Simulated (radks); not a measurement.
Spherical quantum dot in the effective-mass picture: electrons in a hard-walled sphere of radius 1.5, with a point charge +1 (a donor) at the centre, all in effective atomic units (hartree* = m*/eps^2 hartree, bohr* = eps/m* bohr), one dielectric constant everywhere. Method: non-relativistic Kohn-Sham, exchange-only LDA, spin-polarised, spherical densities; computed with a radial shooting solver with Libxc functionals. Levels are named by radial order and angular momentum (1s, 1p, 1d, 2s, ...), and open shells are averaged over m. Results are scaled to m* = 0.226 and eps = 17.7, for which hartree* = 19.63 meV and bohr* = 4.144 nm. Each electron was tried in the lowest free levels, single moves between levels near the top were tried too, and the lowest total energy was kept; such a search can miss a lower state. At N = 1 the Hartree and exchange-correlation terms need not cancel, so that row can carry a self-interaction error.

\begin{tabular}{lrrrrr}
N & open shells & 2S & E (meV) & addition energy mu(N+1) - mu(N) (meV) & e(HOMO) (meV) \\ \hline
1 & 1s(up 1, down 0) & 1 & 10.4418 & 25.42 & 19.688 \\
2 & none & 0 & 46.2991 & 67.51 & 44.553 \\
3 & 1p(up 1, down 0) & 1 & 149.666 & 16.95 & 111.68 \\
4 & 1p(up 2, down 0) & 2 & 269.981 & 17.54 & 129.03 \\
5 & 1p(up 3, down 0) & 3 & 407.838 & 24.04 & 146.72 \\
6 & 1p(up 3, down 1) & 2 & 569.735 & 16.47 & 169.98 \\
7 & 1p(up 3, down 2) & 1 & 748.106 & 17.08 & 186.85 \\
8 & none & 0 & 943.561 & 70.06 & 204.09 \\
9 & 1d(up 1, down 0) & 1 & 1209.08 & 16.35 & 273.66 \\
10 & 1d(up 2, down 0) & 2 & 1490.94 & 16.49 & 290.09 \\
11 & 1d(up 3, down 0) & 3 & 1789.30 & 16.57 & 306.63 \\
12 & 1d(up 4, down 0) & 4 & 2104.22 & 16.62 & 323.23 \\
13 & 1d(up 5, down 0) & 5 & 2435.77 & 22.28 & 339.87 \\
14 & 1d(up 5, down 1) & 4 & 2789.59 & 16.09 & 361.84 \\
15 & 1d(up 5, down 2) & 3 & 3159.52 & 16.24 & 378.02 \\
16 & 1d(up 5, down 3) & 2 & 3545.68 & 16.33 & 394.31 \\
17 & 1d(up 5, down 4) & 1 & 3948.17 & 16.39 & 410.68 \\
18 & none & 0 & 4367.05 & 48.42 & 427.09 \\
19 & 2s(up 1, down 0) & 1 & 4834.34 & 25.42 & 477.85 \\
20 & none & 0 & 5327.06 & 38.43 & 503.33 \\
21 & 1f(up 1, down 0) & 1 & 5858.21 & 15.91 & 539.09 \\
22 & 1f(up 2, down 0) & 2 & 6405.26 & 15.94 & 555.02 \\
23 & 1f(up 3, down 0) & 3 & 6968.26 & 15.97 & 570.97 \\
24 & 1f(up 4, down 0) & 4 & 7547.22 & 15.99 & 586.95 \\
25 & 1f(up 5, down 0) & 5 & 8142.16 & 16.00 & 602.94 \\
26 & 1f(up 6, down 0) & 6 & 8753.11 & 16.01 & 618.95 \\
27 & 1f(up 7, down 0) & 7 & 9380.07 & 21.00 & 634.96 \\
28 & 1f(up 7, down 1) & 6 & 10028.0 & 15.75 & 655.83 \\
29 & 1f(up 7, down 2) & 5 & 10691.7 & - & 671.60 \\
\end{tabular}

All shells are closed at N = 2, 8, 18, 20 (there: 1s2 1p6 1d10 2s2); the second difference of the energy has clear peaks (12 % above both neighbours; the first and last values, which can be the largest, are not judged, and half-filled shells can peak too) at N = 2, 5, 8, 13, 18, 20, 27.
